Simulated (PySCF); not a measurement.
# Static response to an electric field

Compound: C₄H₁₁NOSi₂.
Geometry (PBE0-D3(BJ)/def2-SVP, Å), atoms numbered from 1 in this order:
```
atom  x, y, z in Å
C1    -2.9062   -0.0675   -0.0969
C2    -1.5805    0.6787   -0.1511
C3    -1.5538    1.7753    0.8355
N4    -1.5389    2.6331    1.6108
O5    -0.5017   -0.1712    0.1064
Si6    0.5026   -0.8976   -1.0274
C7     2.1209   -1.1791   -0.1565
Si8    2.6571    0.3135    0.8739
H9    -3.7514    0.6157   -0.2631
H10   -3.0228   -0.5487    0.8841
H11   -2.9207   -0.8442   -0.8750
H12   -1.4741    1.1600   -1.1445
H13    0.6452    0.0479   -2.1808
H14   -0.1138   -2.1663   -1.5236
H15    2.0402   -2.0600    0.5022
H16    2.8943   -1.4078   -0.9097
H17    2.4800    1.5666    0.0773
H18    1.8485    0.4077    2.1219
H19    4.1023    0.1871    1.2376
```

Level: B3LYP/def2-SVPD (PySCF), static field, nuclei fixed, core orbitals frozen in the response. The polarisability tensor in these axes (au):

```
x   117.38  -1.78   5.42
y    -1.78 108.02  13.56
z     5.42  13.56 102.56
```

Question: Diagonalise the tensor; give its mean and Δα, where Δα² is half the sum of the squared differences of the eigenvalues.

Answer: Principal values 90.40, 116.73 and 120.82 au; mean 109.32 au = 16.20 Å³ = 18.02 × 10⁻⁴⁰ C²·m²/J; Δα = 28.60 au (26 % of the mean).

Question: What is the dipole moment, and where does it point?

Answer: (-0.11, -3.24, -3.09) D, 4.47 D in size, pointing from the negative to the positive side. Measured along this direction, the outermost atoms are N4 at the negative end and H14 at the positive end.

Question: Along which axes do the principal values lie, and how far do the nuclei extend along each?

Answer: Largest value along (0.63, 0.52, 0.57), where the nuclei span 6.19 Å; middle along (0.75, -0.60, -0.29), 6.46 Å; least along (-0.19, -0.61, 0.77), 3.43 Å. The strongest response doesn't lie along the longest of the three spans.

Question: Sum over states: ᾱ = Σ f/ω², ω in Eh. What share falls to these 6 lowest TDDFT singlets (eV, f)? 6.89, 0.0051; 7.28, 0.0086; 7.38, 0.0097; 7.53, 0.0559; 7.60, 0.0096; 7.79, 0.0240.

Answer: They add up to 1.48 au, 1.4 % of the 109.32 au; the largest single term is 0.73 au, from the state at 7.53 eV. Terms in order: 0.08, 0.12, 0.13, 0.73, 0.12, 0.29 au. Higher excitations give the rest. The strengths listed sum to 0.113.

Question: What molar refraction does this α imply?

Answer: Lorentz–Lorenz: R = (4π/3)N_A α = 2.5225 cm³/(mol·Å³) × 16.20 Å³ = 40.9 cm³/mol, in the limit of long wavelengths.

One conformer (not necessarily the lowest) at the PBE0-D3(BJ)/def2-SVP geometry, without solvent, vibrations or thermal averaging.
